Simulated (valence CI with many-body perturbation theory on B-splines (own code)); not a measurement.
## E1 transitions of Br XXI

Level of theory: valence CI with perturbative core correlation (CI+MBPT): five valence electrons over a frozen Dirac-Fock core [Ne], a basis of 9 s, 9 p, 8 d, 6 f, 3 g, 1 h functions for each j, with the one-electron correlation potential Σ1 (screened to all orders), the two-electron term Σ2, the three-electron term Σ3, Breit, model QED; selected single and double excitations, second order for the rest (own B-spline code, finite nucleus).

No measured spectrum was set against this ion. As an estimate, levels of excited configurations hold to 0.05 to 0.15 % of their energy, terms of the ground configuration to about 0.5 %. Among the levels kept, up to 450 cm⁻¹ of a level comes from second order outside the variational space, and about a tenth of that is noise between levels of different J, which matters for small intervals.

Lines 51 to 100 of 172 in falling wavelength, among levels below 142.47 eV, chosen from the strongest by gf and those to the six lowest levels. Wavelengths and rates use the calculated energies, so an error of 300 cm⁻¹ moves a line at 194.1 Å by 0.058 % and its rate by three times that or more. Electric multipoles are in the length gauge, E1 and E2 with the static RPA response of the core. Weak lines are less certain than strong ones. Lines between different terms over intervals too small for the method are left out, as are lines whose strength nearly cancels. The highest levels of a list are the least certain.

Names give the largest LS component (configuration and term), which can be under half, so a name can repeat, a term be missing and a line seem to break the LS rules; names also repeat where a configuration has a term twice. Letters in brackets count levels of one name in rising energy.

```csv
λ vac (Å),Upper,Lower,A (s⁻¹),log gf,Branch %
194.1,3s2.3p2.3d 4F_5/2,3s2.3p3 2P°_3/2,5.00e+07,-2.77,1.6
189.7,3s.3p4 2D_5/2,3s2.3p3 2D°_5/2,6.20e+09,-0.70,80.8
188.4,3s.3p4 4P_3/2,3s2.3p3 4S°_3/2,5.45e+09,-0.93,94.4
187.7,3s.3p4 2D_3/2,3s2.3p3 2D°_3/2,8.60e+09,-0.74,87.8
186.1,3s2.3p2.3d 2P_3/2 [a],3s2.3p3 2P°_1/2,1.09e+09,-1.64,10.0
184.7,3s2.3p2.3d 2F_5/2 [a],3s2.3p3 2P°_3/2,3.47e+04,-5.97,0.0
184.4,3s.3p4 4P_1/2,3s2.3p3 4S°_3/2,5.91e+09,-1.22,90.7
182.7,3s.3p4 2S_1/2,3s2.3p3 2P°_1/2,7.22e+09,-1.14,29.3
181.9,3s2.3p2.3d 4D_1/2 [a],3s2.3p3 2P°_3/2,2.79e+09,-1.56,36.0
181.7,3s.3p3.3d 6D°_3/2,3s.3p4 4P_1/2,8.77e+07,-2.76,11.5
181.0,3s2.3p2.3d 4F_3/2,3s2.3p3 2P°_1/2,2.92e+07,-3.24,0.4
180.8,3s.3p4 2D_5/2,3s2.3p3 2D°_3/2,1.29e+07,-3.42,0.2
178.3,3s.3p3.3d 6D°_1/2,3s.3p4 4P_3/2,3.38e+08,-2.49,60.3
177.9,3s.3p3.3d 6D°_3/2,3s.3p4 4P_3/2,1.06e+08,-2.70,13.9
176.4,3s2.3p2.3d 4D_3/2,3s2.3p3 2P°_3/2,2.71e+08,-2.30,2.5
172.6,3s2.3p2.3d 4D_1/2 [b],3s2.3p3 2P°_3/2,1.13e+10,-1.00,69.6
171.9,3s2.3p2.3d 2P_3/2 [a],3s2.3p3 2D°_5/2,8.81e+09,-0.81,81.1
171.8,3p5 2P°_3/2,3s.3p4 4P_3/2,5.86e+08,-1.98,3.1
170.3,3s2.3p2.3d 4D_5/2,3s2.3p3 2P°_3/2,1.22e+08,-2.50,1.5
167.6,3s2.3p2.3d 4F_3/2,3s2.3p3 2D°_5/2,3.89e+09,-1.18,48.1
165.7,3s2.3p2.3d 4D_1/2 [a],3s2.3p3 2P°_1/2,2.85e+09,-1.63,36.7
165.6,3s.3p4 2D_3/2,3s2.3p3 4S°_3/2,5.28e+08,-2.06,5.4
164.7,3s.3p3.3d 6D°_3/2,3s.3p4 4P_5/2,2.48e+08,-2.39,32.6
164.5,3s2.3p2.3d 2P_3/2 [a],3s2.3p3 2D°_3/2,1.05e+08,-2.77,1.0
164.2,3s.3p3.3d 6D°_5/2,3s.3p4 4P_5/2,3.56e+08,-2.06,59.0
163.5,3s.3p3.3d 6D°_7/2,3s.3p4 4P_5/2,7.70e+07,-2.61,22.9
163.2,3s2.3p2.3d 4F_5/2,3s2.3p3 2D°_5/2,4.28e+08,-1.99,13.8
161.9,3s.3p4 2S_1/2,3s2.3p3 2D°_3/2,1.46e+10,-0.94,58.9
161.2,3s2.3p2.3d 4D_3/2,3s2.3p3 2P°_1/2,3.50e+08,-2.26,3.3
160.6,3s2.3p2.3d 4F_3/2,3s2.3p3 2D°_3/2,2.16e+09,-1.48,26.7
160.2,3s.3p4 2D_5/2,3s2.3p3 4S°_3/2,1.35e+08,-2.51,1.8
159.4,3p5 2P°_3/2,3s.3p4 4P_5/2,1.30e+09,-1.70,6.8
158.0,3s2.3p2.3d 4D_1/2 [b],3s2.3p3 2P°_1/2,4.04e+08,-2.52,2.5
156.5,3s2.3p2.3d 4F_5/2,3s2.3p3 2D°_3/2,5.69e+07,-2.90,1.8
156.4,3s2.3p2.3d 2F_5/2 [a],3s2.3p3 2D°_5/2,5.61e+07,-2.91,5.9
154.8,3s.3p4 2P_3/2,3s2.3p3 2P°_3/2,2.15e+09,-1.51,1.6
154.7,3s2.3p2.3d 4F_7/2,3s2.3p3 2D°_5/2,1.85e+08,-2.27,100.0
152.0,3s2.3p2.3d 4P_5/2,3s2.3p3 2P°_3/2,4.35e+05,-5.04,0.0
151.7,3s2.3p2.3d 2F_7/2 [a],3s2.3p3 2D°_5/2,1.41e+08,-2.41,100.0
150.4,3s2.3p2.3d 4D_3/2,3s2.3p3 2D°_5/2,5.78e+09,-1.11,54.3
150.3,3s2.3p2.3d 2F_5/2 [a],3s2.3p3 2D°_3/2,1.32e+07,-3.57,1.4
149.3,3s2.3p2.3d 4P_3/2,3s2.3p3 2P°_3/2,1.16e+09,-1.81,0.8
148.4,3s2.3p2.3d 4D_1/2 [a],3s2.3p3 2D°_3/2,1.92e+09,-1.90,24.7
148.0,3s2.3p2.3d 4P_1/2,3s2.3p3 2P°_3/2,4.04e+09,-1.58,2.6
147.3,3s2.3p2.3d 2P_3/2 [a],3s2.3p3 4S°_3/2,7.31e+07,-3.02,0.7
146.0,3s2.3p2.3d 4D_5/2,3s2.3p3 2D°_5/2,1.66e+09,-1.50,20.0
145.2,3s.3p4 2S_1/2,3s2.3p3 4S°_3/2,2.78e+09,-1.76,11.3
144.8,3s2.3p2.3d 4D_3/2,3s2.3p3 2D°_3/2,3.05e+08,-2.42,2.9
144.4,3s2.3p2.3d 2D_3/2 [a],3s2.3p3 2P°_3/2,4.53e+07,-3.25,0.1
144.1,3s2.3p2.3d 4F_3/2,3s2.3p3 4S°_3/2,1.87e+09,-1.63,23.1
```
